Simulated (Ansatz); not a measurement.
BClH2OSSi (`ClB1O[SiH2]S1`), relaxed with RKS PBE-D4/def2-SVP in the Gaussian-basis code of Ansatz from a rough embedded geometry. The force threshold is 0.03 eV/Å; the program also tests the step.

The species carries charge 0 and has multiplicity 1.

Start:

```xyz
7

Cl   -1.194    1.854    2.050
B    -0.598    1.180    0.467
O    -1.051   -0.029   -0.239
Si    0.394   -0.892   -0.608
S     1.201    1.018   -0.256
H     0.737   -1.799    0.541
H     0.512   -1.332   -1.955
```

(1) By how much does the energy fall, and how many steps does the optimiser take? (Best estimate.)

(2) Which bonds change most? (Best estimate.)

(3) Give the relaxed structure. (Best estimate.)

## Answers

(1) Computed: 138.55 kJ/mol, in 7 steps.

(2) Ansatz gave: B2–O3 from 1.471 to 1.378 Å; B2–S5 from 1.945 to 1.860 Å; Si4–H7 from 1.422 to 1.496 Å.

(3) The calculation gave: 
```xyz
7

Cl   -1.354    2.207    1.438
B    -0.479    0.949    0.585
O    -1.046   -0.251    0.213
Si    0.413   -0.834   -0.512
S     1.306    1.043    0.070
H     0.920   -2.056    0.187
H     0.239   -1.059   -1.981
```
